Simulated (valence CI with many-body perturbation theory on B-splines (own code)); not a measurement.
## Sn: electric-dipole lines

Method: relativistic CI+MBPT: four valence electrons over a frozen Dirac-Fock core [Kr] 4d10, a basis of 11 s, 11 p, 10 d, 8 f, 5 g, 2 h functions for each j, with the one-electron correlation potential Σ1, the two-electron term Σ2, the three-electron term Σ3, Breit, model QED; selected CI, second order for the rest, scaled by the run's own slope (own B-spline code, finite nucleus).

Set against measurement, 31 paired levels are off by 59 cm⁻¹ on average, the worst by 363. These come from a selection out of the NIST Handbook of Basic Atomic Spectroscopic Data. Levels without a partner in it may be off by more. Among the levels kept, up to 570 cm⁻¹ of a level comes from second order outside the variational space, and about a tenth of that is noise between levels of different J, which matters for small intervals.

Lines 301 to 350 of 353 in falling wavelength, among levels below 56696 cm⁻¹, chosen from the strongest by gf and those to the six lowest levels. Wavelengths and rates use the calculated energies, so an error of 60 cm⁻¹ moves a line at 207.0 nm by 0.12 % and its rate by three times that or more. Electric multipoles are in the length gauge, E1 and E2 with the static RPA response of the core. Weak lines are less certain than strong ones. Lines between different terms over intervals too small for the method are left out, as are lines whose strength nearly cancels. Where a level lies close to another of its J and parity, the split of strength between their lines is uncertain. The highest levels of a list are the least certain.

Levels are named by their leading jj configuration (3d3/2^4 stands for four electrons in 3d with j = 3/2), which in mixed levels can hold well under half, so a name can repeat and another be missing. Letters in brackets count levels of one name in rising energy.

```tsv
λ vac (nm)	λ from measured levels	Upper	Lower	A (s⁻¹)	log gf	Branch %
208.4		(5s^2 5p1/2 6d3/2) J=1	(5s^2 5p1/2 5p3/2) J=2	4.44e+06	-2.06	6.4
208.3		(5s^2 5p1/2 9d3/2) J=1	(5s^2 5p3/2^2) J=2	1.65e+06	-2.49	2.6
208.0		(5s^2 5p1/2 7s) J=1	(5s^2 5p1/2^2) J=0	1.58e+07	-1.51	27.8
207.2		(5s^2 5p1/2 6d5/2) J=3	(5s^2 5p1/2 5p3/2) J=2	1.50e+07	-1.17	8.9
207.0	206.5	(5s^2 5p3/2 5d5/2) J=1	(5s^2 5p1/2 5p3/2) J=1	8.89e+06	-1.77	9.5
205.0		(5s^2 5p3/2 7s) J=2	(5s^2 5p1/2 5p3/2) J=2	2.90e+07	-1.04	48.9
204.4	204.2	(5s^2 5p3/2 5d3/2) J=1	(5s^2 5p1/2^2) J=0	6.43e+06	-1.92	4.1
203.5		(5s^2 5p1/2 6d5/2) J=2	(5s^2 5p1/2 5p3/2) J=1	8.62e+05	-2.57	2.3
202.7		(5s^2 5p1/2 6d3/2) J=2	(5s^2 5p1/2 5p3/2) J=1	6.20e+05	-2.72	3.0
202.4		(5s^2 5p1/2 8s) J=1	(5s^2 5p1/2 5p3/2) J=2	9.87e+06	-1.74	17.4
201.2		(5s^2 5p1/2 6d3/2) J=1	(5s^2 5p1/2 5p3/2) J=1	4.46e+06	-2.09	6.4
199.9		(5s^2 5p1/2 7d5/2) J=2 [a]	(5s^2 5p1/2 5p3/2) J=2	3.08e+06	-2.03	5.4
199.6	199.5	(5s^2 5p3/2 5d5/2) J=1	(5s^2 5p1/2^2) J=0	4.07e+06	-2.14	4.3
199.2		(5s^2 5p1/2 7d5/2) J=3 [a]	(5s^2 5p1/2 5p3/2) J=2	2.73e+07	-0.94	67.4
198.0		(5s^2 5p3/2 7s) J=2	(5s^2 5p1/2 5p3/2) J=1	1.53e+07	-1.35	25.8
196.9		(5s^2 5p3/2 7s) J=1	(5s^2 5p1/2 5p3/2) J=1	3.43e+06	-2.22	4.0
196.1		(5s^2 5p1/2 8s) J=0	(5s^2 5p1/2 5p3/2) J=1	1.86e+07	-1.97	72.0
195.9		(5s^2 5p1/2 7d5/2) J=3 [b]	(5s^2 5p1/2 5p3/2) J=2	2.36e+07	-1.02	63.1
195.6		(5s^2 5p1/2 8s) J=1	(5s^2 5p1/2 5p3/2) J=1	1.69e+06	-2.54	3.0
195.4		(5s^2 5p1/2 5g7/2) J=3	(5s^2 5p1/2 5p3/2) J=2	5.43e+05	-2.66	10.8
194.3		(5s^2 5p1/2 6d3/2) J=1	(5s^2 5p1/2^2) J=0	1.61e+06	-2.56	2.3
193.9		(5s^2 5p1/2 9s) J=1 [b]	(5s^2 5p1/2 5p3/2) J=2	7.22e+06	-1.91	13.7
193.4		(5s^2 5p1/2 7d3/2) J=1	(5s^2 5p1/2 5p3/2) J=1	1.35e+07	-1.64	21.8
193.3		(5s^2 5p1/2 7d5/2) J=2 [a]	(5s^2 5p1/2 5p3/2) J=1	4.68e+07	-0.88	81.5
193.3		(5s^2 5p3/2 6d5/2) J=2	(5s^2 5p1/2 5p3/2) J=2	3.44e+06	-2.02	12.1
191.8		(5s^2 5p3/2 6d3/2) J=1	(5s^2 5p1/2 5p3/2) J=2	6.50e+06	-1.97	20.6
191.6		(5s^2 5p1/2 8d5/2) J=3	(5s^2 5p1/2 5p3/2) J=2	6.37e+06	-1.61	37.9
191.4		(5s^2 5p1/2 8d5/2) J=2	(5s^2 5p1/2 5p3/2) J=2	9.78e+06	-1.57	44.4
190.3		(5s^2 5p3/2 7s) J=1	(5s^2 5p1/2^2) J=0	8.30e+06	-1.87	9.7
189.4		(5s^2 5p3/2 6d3/2) J=3	(5s^2 5p1/2 5p3/2) J=2	2.93e+07	-0.96	23.8
189.3		(5s^2 5p1/2 10s) J=1 [b]	(5s^2 5p1/2 5p3/2) J=2	1.13e+06	-2.74	2.5
189.2		(5s^2 5p1/2 7d5/2) J=2 [b]	(5s^2 5p1/2 5p3/2) J=1	2.68e+07	-1.14	74.0
189.1		(5s^2 5p1/2 8s) J=1	(5s^2 5p1/2^2) J=0	1.42e+06	-2.64	2.5
188.4		(5s^2 5p1/2 9d5/2) J=2	(5s^2 5p1/2 5p3/2) J=2	8.87e+06	-1.63	12.8
188.0		(5s^2 5p1/2 9d3/2) J=1	(5s^2 5p1/2 5p3/2) J=2	3.26e+06	-2.29	5.0
187.9		(5s^2 5p1/2 9s) J=0	(5s^2 5p1/2 5p3/2) J=1	1.11e+07	-2.23	72.4
187.9		(5s^2 5p1/2 9s) J=1 [a]	(5s^2 5p1/2 5p3/2) J=1	6.92e+06	-1.96	22.3
187.0		(5s^2 5p3/2 6d5/2) J=2	(5s^2 5p1/2 5p3/2) J=1	1.08e+07	-1.55	37.9
187.0		(5s^2 5p1/2 7d3/2) J=1	(5s^2 5p1/2^2) J=0	4.10e+07	-1.19	66.2
186.2		(5s^2 5p3/2 6d3/2) J=0	(5s^2 5p1/2 5p3/2) J=1	1.41e+07	-2.13	58.5
185.7		(5s^2 5p3/2 6d3/2) J=1	(5s^2 5p1/2 5p3/2) J=1	1.27e+07	-1.71	40.1
185.3		(5s^2 5p1/2 8d5/2) J=2	(5s^2 5p1/2 5p3/2) J=1	4.63e+06	-1.92	21.0
183.7		(5s^2 5p1/2 10s) J=1 [a]	(5s^2 5p1/2 5p3/2) J=1	3.84e+06	-2.23	15.3
183.7		(5s^2 5p1/2 10s) J=0	(5s^2 5p1/2 5p3/2) J=1	3.60e+06	-2.74	58.3
183.4		(5s^2 5p1/2 10s) J=1 [b]	(5s^2 5p1/2 5p3/2) J=1	2.70e+06	-2.39	6.0
182.5		(5s^2 5p1/2 9d5/2) J=2	(5s^2 5p1/2 5p3/2) J=1	5.76e+07	-0.84	83.1
182.2		(5s^2 5p1/2 9d3/2) J=1	(5s^2 5p1/2 5p3/2) J=1	1.73e+07	-1.59	26.8
181.8		(5s^2 5p1/2 9s) J=1 [a]	(5s^2 5p1/2^2) J=0	1.74e+07	-1.59	56.0
181.6		(5s^2 5p1/2 9s) J=1 [b]	(5s^2 5p1/2^2) J=0	3.55e+07	-1.28	67.6
179.8		(5s^2 5p3/2 6d3/2) J=1	(5s^2 5p1/2^2) J=0	2.43e+06	-2.45	7.7
```
